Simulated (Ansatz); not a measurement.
A nudged elastic band was laid between two geometries of Cl3H3HfOSi + ClH (11 atoms, charge 0, multiplicity 1).

All numbers below come from RHF/def2-SVP (Ansatz 0.2.0).

```yaml
movable_images: 7
climbing_image: yes
spring: 5.0 eV/Å²
optimiser: quadratic models (default)
start_path: through a guess of the saddle point
force_threshold: 0.05 eV/Å
iteration_limit: 60
end_points: relaxed
```

Initial state:

```xyz
11
Properties=species:S:1:pos:R:3
Hf -0.267 0.142 -0.052
O -0.951 0.015 1.727
Si -1.504 -0.173 3.287
H -2.304 -1.410 3.368
H -0.347 -0.251 4.201
H -2.341 0.993 3.635
Cl 2.119 0.216 -0.004
Cl -1.058 2.186 -0.954
Cl -1.083 -1.637 -1.392
Cl 1.237 -3.033 1.862
H 2.329 -2.416 1.636
```

Final state:

```xyz
11
Properties=species:S:1:pos:R:3
Hf 0.468 -0.418 0.033
O -0.138 -0.715 2.271
Si -1.576 -0.450 3.178
H -2.344 -1.704 3.208
H -1.125 -0.078 4.532
H -2.290 0.641 2.508
Cl 1.154 -0.355 -2.236
Cl 0.569 1.905 0.546
Cl -1.741 -1.277 -0.315
Cl 2.271 -1.793 0.847
H 0.582 -1.123 2.740
```

(1) Which bonds break or form, and what moves?

(2) Give the energies along the band, and the barrier.

(3) What is the geometry of the highest image?

The band took 32 iterations and about 28 core-minutes.

Answers

(1) Bonds broken: Cl10–H11. Bonds formed: Hf1–Cl10, O2–H11. Cl3H3HfOSi + ClH becomes Cl4H4HfOSi.

(2) The run converged. The highest image is number 3 of 0 to 8, 0.67 eV above the first end and 1.23 eV above the last; the last end lies 0.55 eV below the first. The profile has 2 maxima (images 3, 7) with wells between them (image 6): this band takes more than one step, which may be the mechanism or a detour left from its start path. A vibrational analysis at the climbing image gives one clearly imaginary mode, 1252i cm⁻¹: a first-order saddle point. Another band between the same ends, with other settings, climbed to 0.246 eV only, so this may not be the lowest route. The orbitals stay closed-shell, which can raise the energy where a bond breaks towards radicals; this wasn't checked here.

```csv
image,path coordinate (Å),energy (eV),Cl10–H11 (Å),Hf1–Cl10 (Å),O2–H11 (Å)
0,0.00,0.00,1.27,4.00,4.08
1,1.55,0.03,1.27,3.78,3.82
2,3.09,0.08,1.27,3.46,2.82
3,4.64,0.67,1.46,2.79,1.32
4,6.04,-0.40,2.41,2.45,0.95
5,7.44,-0.52,2.57,2.42,0.95
6,8.84,-0.53,2.59,2.41,0.95
7,10.23,-0.51,2.56,2.41,0.95
8,11.63,-0.55,2.62,2.41,0.95
```

(3) 
```xyz
11
Properties=species:S:1:pos:R:3
Hf 0.134 -0.440 0.024
O -0.349 -0.674 2.011
Si -1.345 -0.151 3.275
H -2.748 -0.403 2.905
H -0.967 -0.938 4.463
H -1.105 1.284 3.501
Cl 2.107 0.732 -0.556
Cl -1.514 1.245 -0.257
Cl -0.584 -2.061 -1.544
Cl 1.620 -2.358 1.397
H 0.582 -1.602 2.093
```

The run took 7.6 min on 4 threads of AMD EPYC 7R13 Processor (Zen 3), on a shared host, peak memory 0.55 GiB.
